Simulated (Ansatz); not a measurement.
Ansatz results at the PBE0-D4/def2-TZVP geometry: HOMO energy (ωB97M-V/def2-TZVPP) -8.85 eV; HOMO energy (PBE/def2-TZVPP) -5.67 eV; LUMO energy (B3LYP/def2-TZVPP) -1.73 eV.

Each molecule was computed in one conformer, which needn't be the lowest.

**Question.** Which molecule gave them?
A. `F[C@@H]1B[Si@H](Cl)C1`
B. `C[NH][SnH2][CH]=O`
C. `BC/N=C/[SeH]`
D. `O[SiH2][SnH2][SiH3]`

**Answer.** C. The others give `F[C@@H]1B[Si@H](Cl)C1`: -9.98, -6.61, -1.56; `O[SiH2][SnH2][SiH3]`: -9.29, -6.29, -0.83; `C[NH][SnH2][CH]=O`: -8.50, -4.97, -1.72.

B3LYP here is the variant with VWN-RPA as its local correlation; programs differ in this.
